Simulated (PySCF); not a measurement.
Point-charge models of `C[Si](C)(C)c1ccncc1` against its computed dipole.

Coordinates (PBE0-D3(BJ)/def2-SVP, Å) and charges (e) from the PBE0/pcSseg-1 density (PySCF):

```
atom       x       y       z  Mulliken      IAO  Hirshfeld  ESP-fitted
  C1  -2.039   0.777  -1.085   -0.6090  -0.7164    -0.2153     -0.7545
 Si2  -1.030  -0.349   0.033   +0.9889  +1.0923    +0.4038     +0.9812
  C3  -1.653  -0.222   1.803   -0.6195  -0.7159    -0.2148     -0.7976
  C4  -1.129  -2.126  -0.568   -0.6461  -0.7183    -0.2139     -0.7468
  C5   0.774   0.230  -0.018   -0.3230  -0.2511    -0.0814     +0.2889
  C6   1.798  -0.531  -0.596   -0.1836  -0.1715    -0.0549     -0.6943
  C7   3.101  -0.034  -0.619   +0.1591  -0.0105    +0.0136     +0.5975
  N8   3.446   1.147  -0.114   -0.4085  -0.2769    -0.1654     -0.7490
  C9   2.482   1.879   0.439   +0.1534  -0.0111    +0.0133     +0.5842
 C10   1.151   1.472   0.512   -0.1899  -0.1704    -0.0532     -0.6614
 H11  -1.683   0.714  -2.126   +0.1440  +0.1536    +0.0416     +0.1587
 H12  -3.104   0.497  -1.070   +0.1383  +0.1493    +0.0411     +0.1725
 H13  -1.960   1.829  -0.766   +0.1402  +0.1507    +0.0403     +0.1648
 H14  -2.718  -0.499   1.861   +0.1393  +0.1501    +0.0415     +0.1851
 H15  -1.553   0.804   2.190   +0.1394  +0.1489    +0.0401     +0.1762
 H16  -1.089  -0.891   2.472   +0.1447  +0.1539    +0.0420     +0.1695
 H17  -2.168  -2.489  -0.515   +0.1479  +0.1533    +0.0432     +0.1732
 H18  -0.797  -2.221  -1.614   +0.1433  +0.1499    +0.0415     +0.1623
 H19  -0.508  -2.793   0.051   +0.1438  +0.1515    +0.0417     +0.1612
 H20   1.594  -1.513  -1.031   +0.0916  +0.1453    +0.0475     +0.2063
 H21   3.907  -0.626  -1.070   +0.1073  +0.1506    +0.0495     +0.0128
 H22   2.783   2.850   0.852   +0.1076  +0.1506    +0.0494     +0.0134
 H23   0.416   2.132   0.985   +0.0908  +0.1423    +0.0488     +0.1958
```

Task: Compute μ = Σ q r for each scheme (1 e·Å = 4.803 D) and compare with the dipole of the full density.

Result: The full density gives (-2.62, -0.91, 0.08) D, 2.78 D in size; dipole vectors point from the negative to the positive end.

```tsv
scheme	μx	μy	μz	size (D)	share of the full size (%)	angle to the full dipole (°)
Mulliken	-3.17	-0.96	0.05	3.31	119	2
IAO	-2.10	-0.76	0.06	2.24	80	1
Hirshfeld	-1.52	-0.55	0.05	1.62	58	1
ESP-fitted	-2.64	-0.92	0.08	2.80	101	0
```

Task: Which set comes closest?

Result: Length of the difference vector: ESP-fitted 0.02 D, IAO 0.54 D, Mulliken 0.55 D, Hirshfeld 1.16 D. Closest: ESP-fitted. The schemes that divide the density aren't constrained to reproduce the dipole.

Task: What is left for the Hirshfeld atoms' own dipoles?

Result: The Hirshfeld atoms' densities add up to the full density, so μ = Σ q r + Σ (atomic dipoles). The atomic dipoles sum to (-2.62, -0.91, 0.08) − (-1.52, -0.55, 0.05) = (-1.10, -0.36, 0.03) D, 1.16 D in size.

Task: With the origin at the mean of the coordinates, (0.001, 0.002, 0.000) Å, which are the largest single terms, by size, of the IAO dipole along the direction of the full one?

Result: C4 -6.03, C3 -5.80, Si2 +5.71, C1 -5.65, N8 +4.83 D; all 23 atoms together +2.23 D. The single terms depend on the origin, their sum doesn't.

Task: Give the size of the full dipole in other units.

Result: 2.78 D = 1.093 au = 0.578 e·Å = 9.27 × 10⁻³⁰ C·m.

Geometry: PBE0-D3(BJ)/def2-SVP; no solvent, vibrations or thermal averaging.

The values belong to the conformer `[CH3:1][Si:2]([CH3:3])([CH3:4])[c:5]1[cH:6][cH:7][n:8][cH:9][cH:10]1`: C1–Si2–C5–C6 -112°.
